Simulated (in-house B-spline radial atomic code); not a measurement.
Values are calculated unless marked as measured or tabulated.
Building a PAW s channel for Tc, r_c = 2.74 bohr

Tc, [Kr] 4d5 5s2, non-relativistic PBE, spherical and spin-unpolarised, from an all-electron radial atomic-structure program (B-spline basis) (atomic units; all potentials screened as in the neutral atom).

Two all-electron partial waves φ1, φ2 are integrated outwards at E1 = ε(5s) = -0.175989 and E2 = E1 + 2 hartree; φ1 is the bound orbital and φ2 has unit norm inside r_c = 2.7385 bohr. Smooth partners are polynomials, r^1(a0 + a1 r² + a2 r⁴ + a3 r⁶), matched to φ and three derivatives at r_c, with no condition on the norm. The local potential is -3.66698 + (1.18913) r² + (-0.159319) r⁴ + (0.0077703) r⁶ inside 2.2985 bohr and the all-electron one outside.

```
wave     φ(r_c)    φ'(r_c)         a0          a1            a2            a3
   1  0.6052326  0.0284758  0.1486052  0.04869259  -0.007411786  0.0002941976
   2   0.764093   1.813399  -2.725742   0.7615274   -0.05644915   0.001110886
```

Inside r_c the overlaps are <φi φj> = [[0.32412, -0.26894], [-0.26894, 1.00000]] and, for the smooth waves, [[0.36541, -0.73619], [-0.73619, 5.28501]]. With χj = (Ej − T − V_local) applied to smooth wave j, the program's quadrature gives the matrix B_ij = <smooth i, χj> as [[0.23314, -2.33948], [-1.40499, 16.78800]].

(1) Check the match of the first wave, and find the augmentation charges q_ij.

(2) B isn't symmetric. Show that D_ij = B_ij + Ej q_ij is.

Solving (T + V_local + Σ p D p) ψ = E (1 + Σ p q p) ψ in a sphere of 9 bohr, whose wall lifts the free-atom level a little, gives these levels:

```tsv
all-electron	one projector	two projectors
-0.175005	-0.218090	-
0.107611	-0.175004	-
0.479063	0.109656	-
1.012120	0.484991	-
1.696840	1.016890	-
```

(3) What does the second projector gain?

Results:

(1) At r_c the four terms are 0.40696, 1.00000, -1.14153, 0.33980, which sum to 0.6052, φ1(r_c) to rounding. q_ij is the all-electron overlap less the smooth one: [[-0.04129, 0.46724], [0.46724, -4.28501]]. The smooth first wave has a norm of 0.3654 inside r_c against 0.3241, so q11 is negative and must stay small enough for the overlap operator to be positive.

(2) Integrating by parts gives B12 − B21 = (E1 − E2) q12: -2.33948 − (-1.40499) = -0.93449, and −2 × (0.46724) = -0.93449. So D12 = -2.33948 + (1.824011)(0.46724) = -1.48722 and D21 = -1.40499 + (-0.175989)(0.46724) = -1.48722; D11 = 0.24041, D22 = 8.97209. The projectors, p = (B⁻¹)ᵀ χ, are dual to the smooth waves; det B = 0.63.

(3) With one projector a ghost lies below the reference level, so the set fails. With two the overlap operator is not positive, so the set fails. The lowest eigenvalue of the overlap operator is 0.7107 with one and -0.001376 with two projectors. The smooth orbital alone needs a cutoff of 2.33 hartree for 1 millihartree of kinetic energy, against 5.12 for a norm-conserving Troullier-Martins orbital of the same radius, which is no gain while the set fails.
